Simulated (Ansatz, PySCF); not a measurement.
Species: sum formula HSiO₂Br₂ (charge 0, doublet). It need not be the lowest isomer of its formula. 
Coordinates optimised at B3LYP-D3(BJ)/def2-TZVP (Ansatz, a program for electronic structure):
```
Si
O 1 1.6216
H 2 0.9633 1 117.65
O 1 1.6275 2 117.23 3 45.48
Br 1 2.1925 2 105.66 3 175.11
Br 1 2.2320 2 113.21 3 -60.96
```
Charge 0, spin multiplicity 2.

Quantity: atomisation energy (electronic, to ground-state atoms), in kcal/mol. Valence correlation only, unless marked. UHF or UKS for open shells. Spin-orbit coupling is left out. The frozen core is the preceding noble-gas configuration, with the filled d and f shells of earlier blocks. No relativistic terms. The coupled-cluster limit lacks core correlation, which all-electron functionals hold. CBS marks a two-point X^-3 extrapolation of the correlation energy; Hartree-Fock from the larger set. [CCSD(T)-MP2]/basis is that difference in the basis named.

| level | program | atomisation energy (kcal/mol) |
|---|---|---|
| PBE-D3(BJ)/def2-TZVPD | Ansatz + dftd3 | ___ |
| PBE0/def2-TZVP | Ansatz | 479.1 |
| TPSSh-D4/def2-TZVPD | PySCF + dftd4 | ___ |
| r2SCANh/def2-TZVPD | Ansatz | 487.0 |
| B2GP-PLYP-D3(BJ)/def2-TZVPD | Ansatz + dftd3 | 478.2 |
| RI-MP2/CBS(def2-TZVPP,def2-QZVPP)+[CCSD(T)-MP2]/def2-TZVPP | Ansatz | ___ |

Question: Complete the blanks.

Answer: 
- PBE-D3(BJ)/def2-TZVPD, atomisation energy (kcal/mol): 501.8
- TPSSh-D4/def2-TZVPD, atomisation energy (kcal/mol): 482.5
- RI-MP2/CBS(def2-TZVPP,def2-QZVPP)+[CCSD(T)-MP2]/def2-TZVPP, atomisation energy (kcal/mol): 485.4
